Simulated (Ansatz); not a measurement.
The same molecule with X = As, Sb, Bi. Ansatz, PBE0-D4/def2-TZVP geometries, multiplicity 1.

Elements past krypton have def2 core potentials. Scalar relativity is left out up to krypton.

```tsv
X	molecule	mean X–Br bond length / Å	HOMO–LUMO gap (ωB97M-V/def2-TZVPP) / eV	LUMO energy (PBE/def2-TZVPP) / eV	HOMO–LUMO gap (B3LYP/def2-TZVPP) / eV
As	`Br[As](Br)Br`	2.334	9.69	-3.12	5.32
Bi	`[Br][Bi]([Br])[Br]`	2.582	9.40	-3.26	5.24
```

Question: Give the row for X = Sb, `[Br][Sb]([Br])[Br]`. (Best estimate.)

Answer: Computed: 
```tsv
X	molecule	mean X–Br bond length / Å	HOMO–LUMO gap (ωB97M-V/def2-TZVPP) / eV	LUMO energy (PBE/def2-TZVPP) / eV	HOMO–LUMO gap (B3LYP/def2-TZVPP) / eV
Sb	`[Br][Sb]([Br])[Br]`	2.497	9.76	-2.89	5.54
```

From As to Bi the mean X–Br bond length rises at each step, by 0.248 Å in all; the HOMO–LUMO gap (ωB97M-V/def2-TZVPP) isn't monotonic: highest at Sb, lowest at Bi; the LUMO energy (PBE/def2-TZVPP) isn't monotonic: highest at Sb, lowest at Bi; the HOMO–LUMO gap (B3LYP/def2-TZVPP) isn't monotonic: highest at Sb, lowest at Bi. Bonds lengthen as the atom grows down the group.

B3LYP here is the variant with VWN-RPA as its local correlation; programs differ in this.

Spin–orbit coupling is left out; it splits and shifts lone-pair levels of the heavy atoms by tenths of an eV.
